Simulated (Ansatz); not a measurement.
Geometry optimisation, RKS revPBE-D4/6-31G* in Ansatz 0.2.0.

input.yaml

```yaml
crystal:
  periodic: [false, false, false]
  atoms:
    - { symbol: B, position_ang: [-0.0396, 0.437216, -0.443526] }
    - { symbol: "N", position_ang: [-0.03118, -0.044726, 2.251701] }
    - { symbol: H, position_ang: [-0.789474, -0.129496, 2.940393] }
    - { symbol: H, position_ang: [0.829574, -0.346932, 2.721467] }
    - { symbol: H, position_ang: [1.098849, 0.074555, -0.611661] }
    - { symbol: H, position_ang: [-0.997314, -0.232873, -0.757265] }
    - { symbol: O, position_ang: [-0.216449, 1.754505, -0.012484] }
    - { symbol: Si, position_ang: [-1.692322, 2.551983, 0.177918] }
    - { symbol: H, position_ang: [-2.832629, 1.761183, -0.390935] }
    - { symbol: H, position_ang: [-1.918975, 2.772413, 1.646103] }
    - { symbol: H, position_ang: [-1.601726, 3.885034, -0.498603] }
    - { symbol: H, position_ang: [0.080448, 0.968839, 2.041391] }
basis:
  gaussian: { orbitals: "6-31G*" }
hamiltonian:
  xc: revpbe
  dispersion: d4
relax:
  f_tol: 0.03
  max_steps: 50
```

Run as:

```bash
$ ansatz run input.yaml --threads 1 --pin off --max-ram 2048MiB --backend cpu --events-out ev --progress --plain --runs-dir out
```

Problem. Where does it end, and by what steps?

Solution. It converged. The force dipped under the threshold on the way, but the program's further checks kept it going. After 16 steps the energy has fallen by 0.753 eV; H12 moved furthest, 0.94 Å. Joined: B1–N2 (2.74 → 1.70 Å).

```csv
step,energy less start (eV),largest force component (eV/Å),accepted
0,0.0000,0.616,yes
1,-0.0897,1.107,yes
2,-0.2284,1.585,yes
3,-0.4782,0.956,yes
4,-0.6369,1.075,yes
5,-0.6168,1.528,no
6,-0.6816,0.132,yes
7,-0.6944,0.098,yes
8,-0.7117,0.154,yes
9,-0.7171,0.568,yes
10,-0.7351,0.080,yes
11,-0.7418,0.079,yes
12,-0.7457,0.192,yes
13,-0.7494,0.103,yes
14,-0.7518,0.114,yes
15,-0.7530,0.027,yes
16,-0.7534,0.029,yes
```

```xyz
12
Properties=species:S:1:pos:R:3
B -0.101 0.374 0.228
N 0.206 0.264 1.895
H -0.598 0.601 2.442
H 0.416 -0.698 2.189
H 0.914 -0.090 -0.273
H -1.110 -0.316 0.091
O -0.259 1.813 0.007
Si -1.779 2.481 0.058
H -2.696 1.999 -1.035
H -2.473 2.189 1.378
H -1.642 3.975 -0.048
H 1.011 0.859 2.133
```

Whether the end is a true minimum wasn't checked by a vibrational analysis.

Time of the run: 110 s on 1 thread of Intel(R) Xeon(R) Processor @ 2.50GHz (Skylake/Cascade Lake), with other jobs on the host, peak memory 0.16 GiB.
